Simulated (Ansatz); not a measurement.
Geometry optimisation, UKS B3LYP-D4/def2-SVP in Ansatz.

Input:

```yaml
crystal:
  periodic: [false, false, false]
  atoms:
    - { symbol: Sn, position_ang: [-0.060375, 0.106501, 0.256072] }
    - { symbol: H, position_ang: [-0.560657, 0.974229, 1.682275] }
    - { symbol: H, position_ang: [1.627999, 0.089399, 0.012314] }
    - { symbol: Cl, position_ang: [-0.918671, 1.589679, -1.415873] }
    - { symbol: H, position_ang: [-0.889321, -1.364756, 0.013789] }
    - { symbol: Cl, position_ang: [0.487226, -0.848252, 3.140123] }
magnetization:
  spin_polarized: true
  initial_magnetization: 1
basis:
  gaussian: { orbitals: def2-SVP }
hamiltonian:
  xc: b3lyp
  dispersion: d4
relax:
  f_tol: 0.03
  max_steps: 50
```

Run as:

```bash
$ ansatz run input.yaml --threads 2 --pin off --max-ram 3072MiB --backend cpu --events-out ev --progress --plain --runs-dir out
```

Problem. Where does it end, and by what steps?

Solution. The forces met the threshold. The force dipped under the threshold on the way, but the program's further checks kept it going. After 25 steps the energy has fallen by 1.018 eV; H2 moved furthest, 1.93 Å. Parted: Sn1–H2 (1.74 → 3.75 Å). Joined: H2–Cl6 (2.56 → 1.29 Å).

```json
{"step": "0", "energy less start (eV)": "0.0000", "largest force component (eV/Å)": "0.294", "accepted": "yes"}
{"step": "1", "energy less start (eV)": "-0.0610", "largest force component (eV/Å)": "0.289", "accepted": "yes"}
{"step": "2", "energy less start (eV)": "-0.1855", "largest force component (eV/Å)": "0.246", "accepted": "yes"}
{"step": "3", "energy less start (eV)": "-0.2510", "largest force component (eV/Å)": "0.658", "accepted": "yes"}
{"step": "4", "energy less start (eV)": "-0.4352", "largest force component (eV/Å)": "0.727", "accepted": "yes"}
{"step": "5", "energy less start (eV)": "-0.6635", "largest force component (eV/Å)": "1.255", "accepted": "yes"}
{"step": "6", "energy less start (eV)": "-0.8383", "largest force component (eV/Å)": "0.507", "accepted": "yes"}
{"step": "7", "energy less start (eV)": "-0.7606", "largest force component (eV/Å)": "2.656", "accepted": "no"}
{"step": "8", "energy less start (eV)": "-0.8880", "largest force component (eV/Å)": "0.372", "accepted": "yes"}
{"step": "9", "energy less start (eV)": "-0.9183", "largest force component (eV/Å)": "0.098", "accepted": "yes"}
{"step": "10", "energy less start (eV)": "-0.9411", "largest force component (eV/Å)": "0.164", "accepted": "yes"}
{"step": "11", "energy less start (eV)": "-0.9594", "largest force component (eV/Å)": "0.064", "accepted": "yes"}
{"step": "12", "energy less start (eV)": "-0.9531", "largest force component (eV/Å)": "0.816", "accepted": "no"}
{"step": "13", "energy less start (eV)": "-0.9680", "largest force component (eV/Å)": "0.081", "accepted": "yes"}
{"step": "14", "energy less start (eV)": "-0.9743", "largest force component (eV/Å)": "0.341", "accepted": "yes"}
{"step": "15", "energy less start (eV)": "-0.9890", "largest force component (eV/Å)": "0.115", "accepted": "yes"}
{"step": "16", "energy less start (eV)": "-1.0039", "largest force component (eV/Å)": "0.116", "accepted": "yes"}
{"step": "17", "energy less start (eV)": "-1.0109", "largest force component (eV/Å)": "0.018", "accepted": "yes"}
{"step": "18", "energy less start (eV)": "-0.9961", "largest force component (eV/Å)": "0.717", "accepted": "no"}
{"step": "19", "energy less start (eV)": "-1.0142", "largest force component (eV/Å)": "0.064", "accepted": "yes"}
{"step": "20", "energy less start (eV)": "-1.0147", "largest force component (eV/Å)": "0.215", "accepted": "yes"}
{"step": "21", "energy less start (eV)": "-1.0169", "largest force component (eV/Å)": "0.069", "accepted": "yes"}
{"step": "22", "energy less start (eV)": "-1.0145", "largest force component (eV/Å)": "0.212", "accepted": "no"}
{"step": "23", "energy less start (eV)": "-1.0174", "largest force component (eV/Å)": "0.047", "accepted": "yes"}
{"step": "24", "energy less start (eV)": "-1.0182", "largest force component (eV/Å)": "0.067", "accepted": "yes"}
{"step": "25", "energy less start (eV)": "-1.0184", "largest force component (eV/Å)": "0.020", "accepted": "yes"}
```

```xyz
6
Properties=species:S:1:pos:R:3
Sn -0.179 0.312 -0.201
H -0.303 0.520 3.538
H 1.556 0.170 -0.265
Cl -0.780 1.354 -2.279
H -0.924 -1.262 -0.265
Cl 0.317 -0.547 3.161
```

Whether the end is a true minimum wasn't checked by a vibrational analysis.

Time of the run: 63 s on 2 threads of Arm Neoverse V2, with other jobs on the host, peak memory 0.25 GiB.
